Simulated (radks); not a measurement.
These are the eigenvalues of the occupied orbitals of an atom or ion with whole-number occupations (eV). All-electron calculation, Dirac Kohn-Sham, BLYP, spin-unpolarised, spherical densities, point nucleus. Program: a radial shooting solver on a logarithmic mesh with Libxc functionals.

| orbital | eigenvalue |
|---|---|
| 1s1/2 | -23097.59 |
| 2s1/2 | -3404.526 |
| 2p1/2 | -3157.470 |
| 2p3/2 | -3012.747 |
| 3s1/2 | -661.4974 |
| 3p1/2 | -564.8227 |
| 3p3/2 | -539.8791 |
| 3d3/2 | -368.6901 |
| 3d5/2 | -363.7631 |
| 4s1/2 | -142.7943 |
| 4p1/2 | -112.4823 |
| 4p3/2 | -108.1875 |
| 4d3/2 | -61.0503 |
| 4d5/2 | -60.4606 |
| 4f5/2 | -21.2039 |

Which element is it, and in what charge state? The configuration may be excited. Open shells, if any, fill j = l - 1/2 first.

Answer. Z = 45, rhodium, charge +4: Rh4+ in [Ar] 3d10 4s1 4p6 4d5 4f1. The list shows which subshells hold electrons but not how many an open one holds; the 1s level, -848.82 hartree, gives Z - s = 41.2 by -(Z - s)^2/2, which with screening and relativity narrows Z to a few neighbours, and the depths of the outer levels then fix element, charge and occupations together.
